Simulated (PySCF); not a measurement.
Ga(Cl)2(NH3) (Cl2GaH3N), SMILES [Cl][Ga](<-[NH3])[Cl] (connectivity only; charge and spin as stated), neutral, multiplicity 2. Atoms are numbered in the order given.

```xyz
7

Ga     0.5869    -0.0571     0.0000
Cl    -0.3882     0.6478    -1.8571
Cl    -0.3882     0.6478     1.8571
N     -0.4375    -1.9407     0.0000
H     -1.0330    -1.9411    -0.8308
H     -1.0330    -1.9411     0.8308
H      0.1308    -2.7873     0.0000
```
Charge 0, spin multiplicity 2.

Geometry optimised at PBE0-D3(BJ)/def2-SVP. The spin state was assumed, not searched. The isomer is the one that the SMILES or the coordinates give; other isomers of the formula were not compared.

Calculation: PBE/def2-TZVP run with PySCF.

Isolated molecule, no solvent.

| Item | Result |
|---|---|
| total energy | -2901.24159 hartree |
| point group | Cs |
| α spin, highest occupied and lowest empty level | -4.86 and -1.10 eV |
| β spin, highest occupied and lowest empty level | -6.91 and -3.73 eV |
| dipole moment | 5.72 D |
| quadrupole, principal values (traceless, Buckingham form, about the centre of nuclear charge) | -13.02, -1.88, 14.91 D·Å |
| mean static polarisability | 69.9 bohr³ (10.36 Å³) |
| polarisability, principal values | 59.3, 68.6, 81.8 bohr³ |
| ⟨S²⟩ | 0.752 (pure state 0.75) |
